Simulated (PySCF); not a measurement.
## Two-component Hartree-Fock for Ge (germanium, neutral)

Start: [Ar] 3d10 4s1 4p2 4d1; 4s1/2 filled at m_j = +1/2; 4p3/2 filled at m_j = +1/2, +3/2; 4d5/2 filled at m_j = +5/2. Calculated with PySCF 2.14 in x2c-SVPall-2c with one added diffuse shell each of s, p, d type (6s7p4d, 47 functions): generalised Hartree-Fock with the X2C-1e Hamiltonian and a Gaussian nucleus; one run each with spin-orbit coupling (SO) switched off, then screened by Boettger's factors. This is a chosen level, not necessarily the ground level.

```json
{"spinor shell": "1s1/2", "electrons": "2", "ε, spin-free (eV)": "-11179.2", "ε, screened SO (eV)": "-11179.1", "weight of nominal j (screened SO)": "1.000", "rms radius, screened SO (bohr)": "0.0542"}
{"spinor shell": "2s1/2", "electrons": "2", "ε, spin-free (eV)": "-1457.3", "ε, screened SO (eV)": "-1457.3", "weight of nominal j (screened SO)": "1.000", "rms radius, screened SO (bohr)": "0.227"}
{"spinor shell": "2p1/2", "electrons": "2", "ε, spin-free (eV)": "-1269.7", "ε, screened SO (eV)": "-1291.6", "weight of nominal j (screened SO)": "1.000", "rms radius, screened SO (bohr)": "0.201"}
{"spinor shell": "2p3/2", "electrons": "4", "ε, spin-free (eV)": "-1269.7", "ε, screened SO (eV)": "-1259.1", "weight of nominal j (screened SO)": "1.000", "rms radius, screened SO (bohr)": "0.204"}
{"spinor shell": "3s1/2", "electrons": "2", "ε, spin-free (eV)": "-205.65", "ε, screened SO (eV)": "-205.69", "weight of nominal j (screened SO)": "1.000", "rms radius, screened SO (bohr)": "0.669"}
{"spinor shell": "3p1/2", "electrons": "2", "ε, spin-free (eV)": "-146.12", "ε, screened SO (eV)": "-149.21", "weight of nominal j (screened SO)": "0.998", "rms radius, screened SO (bohr)": "0.694"}
{"spinor shell": "3p3/2", "electrons": "4", "ε, spin-free (eV)": "-146.12", "ε, screened SO (eV)": "-144.66", "weight of nominal j (screened SO)": "0.999", "rms radius, screened SO (bohr)": "0.703"}
{"spinor shell": "3d3/2", "electrons": "4", "ε, spin-free (eV)": "-47.926", "ε, screened SO (eV)": "-48.342", "weight of nominal j (screened SO)": "0.961", "rms radius, screened SO (bohr)": "0.812"}
{"spinor shell": "4s1/2", "electrons": "1", "ε, spin-free (eV)": "-21.553", "ε, screened SO (eV)": "-21.565", "weight of nominal j (screened SO)": "0.999", "rms radius, screened SO (bohr)": "2.25"}
{"spinor shell": "4p3/2", "electrons": "2", "ε, spin-free (eV)": "-11.411", "ε, screened SO (eV)": "-11.385", "weight of nominal j (screened SO)": "0.821", "rms radius, screened SO (bohr)": "2.83"}
{"spinor shell": "4d5/2", "electrons": "1", "ε, spin-free (eV)": "-1.251", "ε, screened SO (eV)": "-1.258", "weight of nominal j (screened SO)": "1.000", "rms radius, screened SO (bohr)": "4.55"}
```

Question: Where does 3d5/2 lie, and what is the 3d spin-orbit splitting (screened SO)?

Answer: At -47.712 eV, 0.629 eV above 3d3/2.

```json
{"quantity": "E (hartree)", "spin-free": "-2096.27470", "screened SO": "-2096.33323"}
{"quantity": "M_J", "spin-free": "5", "screened SO": "5"}
{"quantity": "⟨J²⟩", "spin-free": "30.011", "screened SO": "30.012"}
{"quantity": "⟨L²⟩", "spin-free": "12.010", "screened SO": "12.019"}
{"quantity": "⟨S²⟩", "spin-free": "6.002", "screened SO": "6.000"}
```

Each row is a mean over spinors that exchange with the open shell spreads, by up to 0.798 eV (3s1/2).

Rows whose weight is well below 1 are mixtures of j = l ± 1/2: exchange outweighs spin-orbit coupling there, and the label is only the starting occupation.

Without spin-orbit coupling the j labels of p, d and f shells carry no meaning; the spin-free column gives the mean over the occupied spinors of each nl shell.
